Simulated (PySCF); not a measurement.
1,2-difluorocyclopenta-1,3-diene (C₅H₄F₂), SMILES FC1=C(F)CC=C1. Geometry optimised at PBE-D3(BJ)/def2-SVP. One conformer was computed; it need not be the lowest.

All values below come from PBE-D3(BJ)/def2-SVP (PySCF 2.14.0).

Harmonic wavenumbers (cm⁻¹): 220, 262, 277, 379, 440, 553, 602, 674, 684, 817, 858, 901, 938, 1022, 1058, 1110, 1176, 1242, 1312, 1333, 1401, 1560, 1709, 2971, 3012, 3156, 3178. Rotational constants (GHz): 3.548, 3.120, 1.678; symmetry number 1.

Question: Work out the zero-point energy and the ideal-gas rigid-rotor harmonic-oscillator thermochemistry at 298.15 K and 1 atm.

Answer: ZPE = ½ Σ hcν = ½ × 32845 cm⁻¹ = 196.46 kJ/mol. H − E(el) = 214.34 kJ/mol. Entropy in J/(mol K): translation 166.44, rotation 114.02, vibration 40.48, total 320.93. G − E(el) = 118.65 kJ/mol. Cp = 100.28 J/(mol K).
